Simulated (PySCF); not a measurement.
**PbS₂, singlet: data card**

Level of theory: PySCF, PBE0, basis Pb def2-TZVP with ECP60, S def2-TZVP (scalar-relativistic core potentials, no spin–orbit coupling, density fitting).

The structure is a minimum.

| Item | Value |
| --- | --- |
| Point group | D∞h |
| Bond lengths | Pb–S 2.244 Å (×2) |
| Bond angles | S–Pb–S 180.0° |
| Dipole moment | 0.00 D |
| Entropy at 298.15 K and 1 bar | 287.7 J/(mol K) |
| Highest occupied level | -7.43 eV |
| Rotational symmetry number | 2 |
| Zero-point energy | 6.5 kJ/mol |
| Principal quadrupole moments (Buckingham, traceless) about the centre of mass | -9.33, 4.67, 4.67 D Å |
| Atomisation energy without zero-point energy | 628 kJ/mol |
| Rotational constants | 0.05235 cm⁻¹ |
| Lowest empty level | -2.95 eV |
| Heat capacity Cp at 298.15 K | 56.9 J/(mol K) |
| Principal polarisabilities | 48.5, 48.5, 142.0 bohr³ |
| Enthalpy at 298.15 K above 0 K | 14.04 kJ/mol |

Harmonic modes (masses in u: Pb 207.977, S 31.972):
| symmetry | ω (cm⁻¹) | IR (km/mol, summed over degenerate members) | type |
| --- | --- | --- | --- |
| πu | 89 | 13.5 | bend |
| σg+ | 415 | 0.0 | stretch |
| σu+ | 486 | 62.4 | stretch |

In D∞h the vibrations span πu + σg+ + σu+. The σg+ mode carries no infrared intensity, as symmetry demands. With a centre of inversion only u modes can be infrared active and only g modes Raman active.

Charges (e):
```json
{"atom": "Pb1", "Mulliken": "0.80", "Löwdin": "0.12", "polar tensor": "0.98", "Mayer order to Pb1": "–"}
{"atom": "S2,3", "Mulliken": "-0.40", "Löwdin": "-0.06", "polar tensor": "-0.49", "Mayer order to Pb1": "1.76"}
```
Other Mayer orders above 0.3: S–S 0.30.

Mulliken populations on Pb1 (electrons outside its core potential): s 3.48, p 7.54, d 10.11, f 0.07.

Counting electrons, lead keeps none of its valence electrons outside its bonds, so the VSEPR class is AX2 and the expected shape is linear (D∞h), as computed.

No spin–orbit coupling is included, which matters more the heavier the element.

The final relaxation and frequency run took roughly 70 core-seconds on a shared host.
